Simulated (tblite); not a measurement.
Compound: CH9B3SSi.
Atom-mapped SMILES: `[BH2:1][BH:2][S:3][SiH2:4][CH2:5][BH2:6]` (hydrogens: H7, H8 on B1; H9 on B2; H10, H11 on Si4; H12, H13 on C5; H14, H15 on B6)

Computed with GFN2-xTB (tblite), gas phase: L-BFGS steps from a force-field or distance-geometry start until the largest atomic force falls under 0.01 eV/Å.

At the end of the run (lengths in Å): B2–S3 1.783, Si4–C5 1.912, C5–B6 1.548, B1–B2 1.633, Si4–H11 1.458, S3–Si4 2.158, B2–H9 1.178, B1–B2–S3 128.3°, S3–Si4–C5 111.7°, B2–S3–Si4 107.2°, Si4–C5–B6 108.2°, B1–B2–S3–Si4 4°, B2–S3–Si4–C5 -37°, S3–Si4–C5–B6 -69°, H10–Si4–S3–B2 83°, H10–Si4–C5–B6 172°.

**Question.** These geometries were met on the way; a selection of coordinates is given. Order them by energy above the end point, lowest first.
A. B2–S3 1.778, Si4–C5 1.919, C5–B6 1.547, B1–B2 1.629, Si4–H11 1.464, S3–Si4 2.174, B2–H9 1.181, B1–B2–S3 134.5°, S3–Si4–C5 104.6°, B2–S3–Si4 113.9°, Si4–C5–B6 106.3°, B1–B2–S3–Si4 -10°, B2–S3–Si4–C5 -95°, S3–Si4–C5–B6 -96°, H10–Si4–S3–B2 27°, H10–Si4–C5–B6 142°
B. B2–S3 1.798, Si4–C5 1.907, C5–B6 1.563, B1–B2 1.631, Si4–H11 1.458, S3–Si4 2.157, B2–H9 1.190, B1–B2–S3 138.7°, S3–Si4–C5 109.7°, B2–S3–Si4 112.0°, Si4–C5–B6 103.7°, B1–B2–S3–Si4 -32°, B2–S3–Si4–C5 -81°, S3–Si4–C5–B6 -98°, H10–Si4–S3–B2 43°, H10–Si4–C5–B6 137°
C. B2–S3 1.787, Si4–C5 1.905, C5–B6 1.550, B1–B2 1.631, Si4–H11 1.463, S3–Si4 2.176, B2–H9 1.180, B1–B2–S3 126.7°, S3–Si4–C5 107.9°, B2–S3–Si4 109.7°, Si4–C5–B6 110.2°, B1–B2–S3–Si4 -3°, B2–S3–Si4–C5 -102°, S3–Si4–C5–B6 -91°, H10–Si4–S3–B2 21°, H10–Si4–C5–B6 146°
D. B2–S3 1.779, Si4–C5 1.950, C5–B6 1.547, B1–B2 1.613, Si4–H11 1.444, S3–Si4 2.185, B2–H9 1.204, B1–B2–S3 131.5°, S3–Si4–C5 111.1°, B2–S3–Si4 113.4°, Si4–C5–B6 104.9°, B1–B2–S3–Si4 -43°, B2–S3–Si4–C5 -73°, S3–Si4–C5–B6 -101°, H10–Si4–S3–B2 50°, H10–Si4–C5–B6 137°
E. B2–S3 1.877, Si4–C5 1.859, C5–B6 1.594, B1–B2 1.669, Si4–H11 1.490, S3–Si4 2.145, B2–H9 1.203, B1–B2–S3 123.0°, S3–Si4–C5 113.3°, B2–S3–Si4 112.5°, Si4–C5–B6 110.1°, B1–B2–S3–Si4 -49°, B2–S3–Si4–C5 -70°, S3–Si4–C5–B6 -99°, H10–Si4–S3–B2 57°, H10–Si4–C5–B6 136°

**Answer.** C (0.105 eV), A (0.177 eV), B (0.294 eV), D (0.491 eV), E (1.007 eV).

| step | E above end (eV) | rms distance from the end, all atoms (Å) | largest force (eV/Å) | rms shift of all bonds from the end (Å) |
| --- | --- | --- | --- | --- |
| 32 | 0.105 | 1.242 | 0.239 | 0.006 |
| 21 | 0.177 | 1.273 | 0.207 | 0.006 |
| 8 | 0.294 | 1.300 | 0.380 | 0.008 |
| 2 | 0.491 | 1.303 | 0.699 | 0.017 |
| 0 | 1.007 | 1.309 | 2.148 | 0.037 |

Rows stand in the order of the answer.
